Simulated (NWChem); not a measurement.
System: CH₂O₄Si; SMILES O=C1O[SiH](O)O1

```xyz
8

O      0.3091     2.3843     0.0000
C      0.0657     1.2305     0.0000
O     -0.1096     0.4007    -1.0794
Si    -0.4183    -0.8842     0.0000
O      0.6189    -2.1344     0.0000
O     -0.1096     0.4007     1.0794
H     -1.7772    -1.4335     0.0000
H      1.5697    -1.9801     0.0000
```
Atoms are numbered in this order, from 1.

Results from NWChem. Pople sets run with spherical d functions. Geometry: optimised at PBE0/def2-SVP. Vertical excitations in the gas phase; the lowest state need not have the same character in each row.

| level | lowest excitation, singlet (eV) | oscillator strength of that lowest state | lowest state with f > 0.02, singlet (eV) | orbital gap (eV) |
|---|---|---|---|---|
| PBE/6-31+G*, full TDDFT | 5.99 | 0.002 | 6.45 | 5.97 |
| B3LYP/6-31+G*, full TDDFT | 6.88 | 0.001 | 7.49 | 7.84 |
| BHandHLYP/6-31+G*, full TDDFT | [?] | 0.000 | [?] | [?] |

Question: What belongs in the gaps?

Answer: 
- BHandHLYP/6-31+G*, full TDDFT, lowest excitation, singlet (eV): 7.24
- BHandHLYP/6-31+G*, full TDDFT, lowest state with f > 0.02, singlet (eV): 9.02
- BHandHLYP/6-31+G*, full TDDFT, orbital gap (eV): 10.59
